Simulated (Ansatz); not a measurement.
`FC(F)(F)c1ccc(-c2ccc(-c3ccc(-c4ccc(-c5ccc(-c6ccc(C(F)(F)F)o6)o5)o4)o3)o2)o1` with charge +1. Charge 1, multiplicity 2. Geometry r2SCAN-D4/def2-SVP, that of the neutral singlet; atoms count from 1.

```xyz
50

F    -8.0893    0.1797    8.9640
C    -7.4797    1.0306    8.1258
F    -6.8358    1.9534    8.8620
F    -8.4275    1.6844    7.4313
C    -6.5550    0.2800    7.2381
C    -6.2396   -1.0490    7.1379
C    -5.2810   -1.1460    6.0894
C    -5.0853    0.1419    5.6285
C    -4.2593    0.6990    4.6040
C    -4.0662    1.9880    4.1461
C    -3.1123    1.9012    3.1008
C    -2.7820    0.5625    2.9857
C    -1.8915   -0.1496    2.1293
C    -1.5587   -1.4872    2.0117
C    -0.6050   -1.5714    0.9667
C    -0.4129   -0.2798    0.5092
C     0.4100    0.2795   -0.5117
C     0.6017    1.5711   -0.9696
C     1.5557    1.4870   -2.0143
C     1.8890    0.1495   -2.1314
C     2.7803   -0.5624   -2.9871
C     3.1116   -1.9009   -3.1014
C     4.0663   -1.9877   -4.1460
C     4.2589   -0.6988   -4.6043
C     5.0857   -0.1416   -5.6282
C     5.2816    1.1461   -6.0894
C     6.2417    1.0491   -7.1365
C     6.5577   -0.2799   -7.2357
C     7.4832   -1.0308   -8.1224
F     8.0974   -0.1795   -8.9568
F     6.8393   -1.9502   -8.8628
F     8.4271   -1.6885   -7.4265
O     5.8640   -1.0123   -6.3275
O     3.4778    0.1700   -3.9011
O     1.1926   -0.5859   -1.2178
O    -1.1950    0.5858    1.2156
O    -3.4793   -0.1699    3.8998
O    -5.8624    1.0125    6.3291
H    -6.6493   -1.8533    7.7457
H    -4.7903   -2.0402    5.7120
H    -4.5613    2.8782    4.5291
H    -2.7062    2.7095    2.4965
H    -1.9635   -2.2971    2.6149
H    -0.1093   -2.4607    0.5831
H     0.1054    2.4602   -0.5864
H     1.9603    2.2969   -2.6176
H     2.7057   -2.7093   -2.4969
H     4.5622   -2.8777   -4.5282
H     4.7901    2.0403   -5.7129
H     6.6521    1.8532   -7.7439
```

Single mean-field runs in def2-SVP are fitted with def2-universal-jkfit.

Question: Estimate the Mulliken populations of the heavy atoms from the PBE0/def2-SVP orbitals of Ansatz.

Answer: 
```
atom  charge (e)  spin (α − β)
  F1       -0.17          0.00
  C2        0.65          0.00
  F3       -0.17          0.00
  F4       -0.17          0.00
  C5        0.00          0.08
  C6       -0.03         -0.04
  C7       -0.03          0.09
  C8        0.14         -0.04
  C9        0.20          0.12
 C10       -0.03         -0.02
 C11       -0.02          0.10
 C12        0.16          0.00
 C13        0.19          0.10
 C14       -0.02          0.03
 C15       -0.02          0.07
 C16        0.17          0.05
 C17        0.17          0.05
 C18       -0.02          0.07
 C19       -0.02          0.03
 C20        0.19          0.10
 C21        0.16          0.00
 C22       -0.02          0.10
 C23       -0.03         -0.02
 C24        0.20          0.12
 C25        0.14         -0.04
 C26       -0.03          0.09
 C27       -0.03         -0.04
 C28        0.00          0.08
 C29        0.65          0.00
 F30       -0.17          0.00
 F31       -0.17          0.00
 F32       -0.17          0.00
 O33       -0.24          0.00
 O34       -0.26         -0.01
 O35       -0.26         -0.02
 O36       -0.26         -0.02
 O37       -0.26         -0.01
 O38       -0.24          0.00
```
Mulliken values and Mayer orders depend strongly on the basis.

Question: Where does the spin sit?

Answer: Summed by element: F 0.01, C 1.09, O -0.07, H -0.03, of 1 unpaired in all. Largest on single atoms: C24 0.12, C9 0.12, C13 0.10.

Question: And the Mayer bond orders between bonded heavy atoms (over 0.3, the first 40 of 43)?

Answer: F1–C2 1.14 (1.34 Å); C2–F3 1.15 (1.34 Å); C2–F4 1.15 (1.34 Å); C2–C5 0.93 (1.49 Å); C5–C6 1.54 (1.37 Å); C5–O38 1.10 (1.36 Å); C6–C7 1.23 (1.42 Å); C7–C8 1.44 (1.38 Å); C8–C9 1.11 (1.43 Å); C8–O38 1.15 (1.36 Å); C9–C10 1.40 (1.38 Å); C9–O37 1.13 (1.36 Å); C10–C11 1.27 (1.42 Å); C11–C12 1.38 (1.38 Å); C12–C13 1.15 (1.43 Å); C12–O37 1.11 (1.36 Å); C13–C14 1.36 (1.38 Å); C13–O36 1.12 (1.36 Å); C14–C15 1.30 (1.42 Å); C15–C16 1.35 (1.38 Å); C16–C17 1.17 (1.43 Å); C16–O36 1.12 (1.36 Å); C17–C18 1.35 (1.38 Å); C17–O35 1.12 (1.36 Å); C18–C19 1.30 (1.42 Å); C19–C20 1.36 (1.38 Å); C20–C21 1.15 (1.43 Å); C20–O35 1.12 (1.36 Å); C21–C22 1.38 (1.38 Å); C21–O34 1.11 (1.36 Å); C22–C23 1.27 (1.42 Å); C23–C24 1.40 (1.38 Å); C24–C25 1.11 (1.43 Å); C24–O34 1.13 (1.36 Å); C25–C26 1.44 (1.38 Å); C25–O33 1.15 (1.36 Å); C26–C27 1.23 (1.42 Å); C27–C28 1.54 (1.37 Å); C28–C29 0.93 (1.49 Å); C28–O33 1.10 (1.36 Å).
